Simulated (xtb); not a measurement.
C4H4N, doublet, from a rough starting geometry; GFN2-xTB in xtb 6.7.1.

The xtb input:
```
$ xtb mol.xyz --gfn 2 --uhf 1 --opt vtight --json

# file mol.xyz
9

C      0.32319157     0.89114099     0.28876339
C      1.17541119    -0.12878578    -0.24261841
N      0.58724393    -1.17206984    -0.42939565
C     -0.71507325    -0.97431661    -0.18512386
C     -0.87514837     0.33890518     0.19024671
H      0.60407458     1.92822843     0.53186111
H      2.30656138    -0.04750504    -0.37051112
H     -1.49309715    -1.73881788    -0.27729821
H     -1.85713896     0.84048613     0.48361006
```

Q: Write the output that xtb gives for this input, abridged.

A: 
```
   ID    Z sym.   atoms
    1    6 C      1, 2, 4, 5
    2    7 N      3
    3    1 H      6-9

           -------------------------------------------------
          |                Calculation Setup                |
           -------------------------------------------------

           -------------------------------------------------
          |                 G F N 2 - x T B                 |
           -------------------------------------------------

          ...................................................
          :                      SETUP                      :
          :.................................................:
          :  # basis functions                  24          :
          :  # atomic orbitals                  24          :
          :  # shells                           14          :
          :  # electrons                        25          :
          :  max. iterations                   250          :
          :  Hamiltonian                  GFN2-xTB          :
          :  restarted?                      false          :
          :  GBSA solvation                  false          :
          :  PC potential                    false          :
          :  electronic temp.          300.0000000     K    :
          :  accuracy                    1.0000000          :
          :  -> integral cutoff          0.2500000E+02      :
          :  -> integral neglect         0.1000000E-07      :
          :  -> SCF convergence          0.1000000E-05 Eh   :
          :  -> wf. convergence          0.1000000E-03 e    :
          :  Broyden damping             0.4000000          :
          :  net charge                          0          :
          :  unpaired electrons                  1          :
          ...................................................

 iter      E             dE          RMSdq      gap      omega  full diag
   1    -13.6162056 -0.136162E+02  0.376E+00    5.80       0.0  T
   2    -13.6353643 -0.191588E-01  0.409E+00    5.42       1.0  T
   3    -13.6561125 -0.207482E-01  0.305E+00    5.67       1.0  T
   4    -13.5661184  0.899941E-01  0.383E+00    5.63       1.0  T
   5    -13.6611587 -0.950403E-01  0.991E-01    5.76       1.0  T
   6    -13.6634283 -0.226965E-02  0.645E-01    5.79       1.0  T
   7    -13.6642849 -0.856592E-03  0.510E-01    5.81       1.0  T
   8    -13.6647726 -0.487647E-03  0.395E-01    5.82       1.0  T
   9    -13.6644028  0.369762E-03  0.444E-01    5.85       1.0  T
[...]
         :: total energy             -13.407413551294 Eh    ::
 * total energy  :   -13.4074136 Eh     change       -0.2038661E-08 Eh
 * total energy  :   -13.4295210 Eh     change       -0.2210748E-01 Eh
 * total energy  :   -13.4313985 Eh     change       -0.1877493E-02 Eh
 * total energy  :   -13.4316664 Eh     change       -0.2679081E-03 Eh
 * total energy  :   -13.4318663 Eh     change       -0.1998791E-03 Eh
 * total energy  :   -13.4319249 Eh     change       -0.5858174E-04 Eh
 * total energy  :   -13.4319551 Eh     change       -0.3016811E-04 Eh
 * total energy  :   -13.4319611 Eh     change       -0.6018429E-05 Eh
 * total energy  :   -13.4319621 Eh     change       -0.1056032E-05 Eh
 * total energy  :   -13.4319623 Eh     change       -0.1627765E-06 Eh
 * total energy  :   -13.4319623 Eh     change       -0.5961773E-08 Eh
   *** GEOMETRY OPTIMIZATION CONVERGED AFTER 11 ITERATIONS ***
         :: total energy             -13.431962303757 Eh    ::
[...]
     4   6 C        3.162     0.073    26.061     8.344
     5   6 C        3.027    -0.049    29.185     8.861
     6   1 H        0.926     0.037     2.484     2.464
     7   1 H        0.926     0.050     2.318     2.381
     8   1 H        0.926     0.050     2.318     2.381
     9   1 H        0.926     0.037     2.484     2.464

 Mol. C6AA /au·bohr⁶  :       1046.855082
 Mol. C8AA /au·bohr⁸  :      25193.937914
 Mol. α(0) /au        :         51.761810

Wiberg/Mayer (AO) data.
largest (>0.10) Wiberg bond orders for each atom

 ---------------------------------------------------------------------------
     #   Z sym  total        # sym  WBO       # sym  WBO       # sym  WBO
 ---------------------------------------------------------------------------
     1   6 C    3.970 --     5 C    1.637     2 C    1.207     6 H    0.974
     2   6 C    3.838 --     3 N    1.463     1 C    1.207     7 H    0.969
                             4 C    0.129
     3   7 N    3.139 --     4 C    1.463     2 C    1.463
     4   6 C    3.838 --     3 N    1.463     5 C    1.207     8 H    0.969
                             2 C    0.129
     5   6 C    3.970 --     1 C    1.637     4 C    1.207     9 H    0.974
     6   1 H    0.999 --     1 C    0.974
     7   1 H    0.997 --     2 C    0.969
     8   1 H    0.997 --     4 C    0.969
     9   1 H    0.999 --     5 C    0.974
 ---------------------------------------------------------------------------

Topologies differ in total number of bonds
Writing topology from bond orders to xtbtopo.mol

molecular dipole:
                 x           y           z       tot (Debye)
 q only:       -0.123       0.273       0.100
   full:       -0.241       0.536       0.197       1.574
molecular quadrupole (traceless):
                xx          xy          yy          xz          yz          zz
 q only:        1.957       1.659      -0.933       0.051      -0.250      -1.024
  q+dip:        4.092       3.146      -1.366      -0.111      -0.077      -2.726
   full:        3.046       2.968      -2.079       0.243      -0.910      -0.968

optimized geometry written to: xtbopt.xyz

           -------------------------------------------------
          | TOTAL ENERGY              -13.431962303757 Eh   |
          | GRADIENT NORM               0.000024134230 Eh/α |
          | HOMO-LUMO GAP               5.201388451462 eV   |
           -------------------------------------------------
```
